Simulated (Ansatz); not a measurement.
C$_{5}$H$_{7}$FO (SMILES C#C[C@H](F)[C@@H](C)O), singlet, at a GFN2-xTB geometry; HF/6-31G* (Ansatz, a quantum-chemistry and plane-wave program).

Here is a job for Ansatz.
Ansatz 0.2 input:
```yaml
crystal:
  periodic: [false, false, false]
  atoms:
    - {symbol: C, position_ang: [2.72586448, -0.29283976, -0.08859344]}
    - {symbol: C, position_ang: [1.60585616, 0.07056922, 0.12246396]}
    - {symbol: C, position_ang: [0.24106624, 0.46297828, 0.41972993]}
    - {symbol: F, position_ang: [-0.01283080, 0.29665187, 1.77094864]}
    - {symbol: C, position_ang: [-0.76886281, -0.37790385, -0.38533703]}
    - {symbol: C, position_ang: [-2.20324505, -0.00668547, -0.01449495]}
    - {symbol: O, position_ang: [-0.48956927, -0.12026346, -1.74406178]}
    - {symbol: H, position_ang: [3.71047373, -0.58966625, -0.29566640]}
    - {symbol: H, position_ang: [0.09627177, 1.52943273, 0.19978846]}
    - {symbol: H, position_ang: [-0.58863062, -1.44054871, -0.15177109]}
    - {symbol: H, position_ang: [-2.39953701, 1.02866222, -0.28611153]}
    - {symbol: H, position_ang: [-2.35566087, -0.12898530, 1.05415090]}
    - {symbol: H, position_ang: [-2.90581912, -0.64811540, -0.54348089]}
    - {symbol: H, position_ang: [-1.12914055, -0.59524886, -2.28556401]}
basis:
  gaussian:
    orbitals: 6-31G*
hamiltonian:
  xc: hf
scf: {lower_state_search: off}
```

Output, abridged:

```
Functional definition: HF
these checks for a lower state are left out or cut short: stability, starts, cluster_reference, orbital_swaps, neighbouring_geometries, increment
1612 factors; their error is unknown
mean field evaluation 1: about -9999.4590 eV, gradient 4.1e1 eV
mean field evaluation 2: about -10002.8317 eV, gradient 1.9e1 eV
mean field evaluation 4: about -10003.5227 eV, gradient 1.4e0 eV
mean field evaluation 8: about -10003.5277 eV, gradient 3.1e-2 eV
mean field -10003.66331892 eV, -367.6278462436 hartree, gradient 2.6e-6 eV, S^2 0.000000; 0 other end points of the search recorded, 0 dependent functions left out
reference -10003.66331892 eV, -367.6278462436 hartree; 27, 27 occupied and 92, 92 virtual orbitals, 1612 factors
Total energy: -10003.66331892 eV, -367.6278462436 hartree
Checks for a lower state left out: stability, starts, cluster_reference, orbital_swaps, neighbouring_geometries, increment
```
